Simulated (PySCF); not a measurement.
From one molecule to another.

First species: Selenacyclopentane, C4H8Se.
Numbering: `[CH2:1]1[CH2:2][CH2:3][Se:4][CH2:5]1` (hydrogens: H6, H7 on C1; H8, H9 on C2; H10, H11 on C3; H12, H13 on C5)

Second species: NbOCl3 (singlet state).
Structure used (PBE0-D3(BJ)/def2-SVP), in Å, numbered top down from 1:
```xyz
5
Cl3NbO angstrom
Nb    -0.0066   -0.0001    0.0820
O     -0.0373   -0.0253    1.7546
Cl     2.1789    0.0073   -0.5664
Cl    -1.0731    1.8994   -0.6031
Cl    -1.0618   -1.8812   -0.6670
```

Levels: wB97X-D/def2-SVPD for dipole moment, HOMO energy, LUMO energy, HOMO–LUMO gap and static isotropic polarisability; TDDFT wB97X-D/def2-SVPD for lowest singlet excitation; TDA wB97X-D/def2-SVPD for lowest triplet excitation (Tamm–Dancoff). Geometries: PBE0-D3(BJ)/def2-SVP. Each structure is a single optimised conformer of the isolated species (atoms past krypton carry core potentials, spin–orbit coupling is left out). Electronic properties by PySCF.

Values for the first species:

| Property | Result |
| --- | --- |
| Dipole moment | 2.09 D |
| HOMO energy | -7.75 eV |
| LUMO energy | 1.66 eV |
| HOMO–LUMO gap | 9.41 eV |
| Lowest singlet excitation | 4.49 eV |
| Lowest triplet excitation (Tamm–Dancoff) | 4.08 eV |
| Static isotropic polarisability | 73.7 au |

Problem. Estimate the same properties for the second species, and the change in each.

Solution. 
```json
{"property": "dipole moment", "first": "2.09 D", "second": "0.97 D", "second less first": "-1.12 D"}
{"property": "HOMO energy", "first": "-7.75 eV", "second": "-11.81 eV", "second less first": "-4.06 eV"}
{"property": "LUMO energy", "first": "1.66 eV", "second": "-1.84 eV", "second less first": "-3.50 eV"}
{"property": "HOMO–LUMO gap", "first": "9.41 eV", "second": "9.97 eV", "second less first": "+0.56 eV"}
{"property": "lowest singlet excitation", "first": "4.49 eV", "second": "4.96 eV", "second less first": "+0.47 eV"}
{"property": "lowest triplet excitation (Tamm–Dancoff)", "first": "4.08 eV", "second": "4.84 eV", "second less first": "+0.76 eV"}
{"property": "static isotropic polarisability", "first": "73.7 au", "second": "82.7 au", "second less first": "+9.0 au"}
```

On the first: The vertical singlet–triplet gap S1 − T1 is 0.41 eV (TDDFT singlet less Tamm–Dancoff triplet; S1: HOMO→LUMO, weight 0.84; T1: HOMO→LUMO, weight 0.78). The polarisability is 10.92 Å³ as a volume (1 au = 0.148185 Å³), or 1.12 au for each of the 66 electrons. Relativistic effects, spin–orbit coupling among them, are left out although an element past zinc is present.

On the second: No computed singlet falls in the visible range (750 to 380 nm, 1.65 to 3.26 eV); S1 lies 1.70 eV above its blue end. S1 lies 5.01 eV below the HOMO–LUMO gap. Atoms past krypton carry effective core potentials; spin–orbit coupling is left out.
